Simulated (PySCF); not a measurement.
Dy (dysprosium, neutral) across methods

[Xe] 4f10 5d1 6s1, one real determinant (an excited configuration). Calculation: PySCF 2.14, in ANO-RCC-VTZP (8s7p5d3f2g1h, 104 functions); scalar relativity by spin-free X2C-1e.

```
method   E (hartree)  mean ε 4f β (eV)  mean ε 6s α (eV)  mean ε 5d α (eV)  Σ⟨r²⟩ (bohr²)    ⟨S²⟩
   UHF  -12151.78580            -8.518            -4.814            -3.262          73.51  12.006
  PBE0     -12156.04            -2.037            -3.771            -1.282          70.86  12.003
   LDA     -12147.62             0.326            -3.479            -0.412          69.93  12.002
   PBE     -12156.21             0.294            -3.295            -0.448          70.57  12.004
```

Question: Estimate the same row for r2SCAN.

Answer: E (hartree) = -12156.41; mean ε 4f β (eV) = 0.234; mean ε 6s α (eV) = -3.397; mean ε 5d α (eV) = -0.733; Σ⟨r²⟩ (bohr²) = 70.60; ⟨S²⟩ = 12.014.

⟨L²⟩ = 40.06 against 72 for a pure L term, so this real determinant mixes terms. Spin-orbit coupling, absent here, splits the open shell strongly.

The highest occupied level is positive at LDA, r2SCAN, PBE: only the finite basis holds that electron, which in a density functional comes from self-interaction.
